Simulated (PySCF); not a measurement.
A structure optimised at PBE-D3(BJ)/def2-SVP, used in a PySCF frequency run:

```xyz
8

C     -1.4395    -0.3311     0.1055
N     -0.2504    -0.4745    -0.6692
C      0.9485    -0.0608    -0.1754
O      1.0294     0.8950     0.6098
H     -2.1205     0.4133    -0.3677
H     -2.0004    -1.2941     0.0542
H     -1.2626    -0.0513     1.1671
H      1.8469    -0.5546    -0.6283
```
Charge 0, spin multiplicity 2.

Q: Write its SMILES and formula.

A: C[N]C=O, C2H4NO

Q: What are its rotational constants (standard atomic weights)?

A: 21.533, 6.3378, 5.1130 GHz
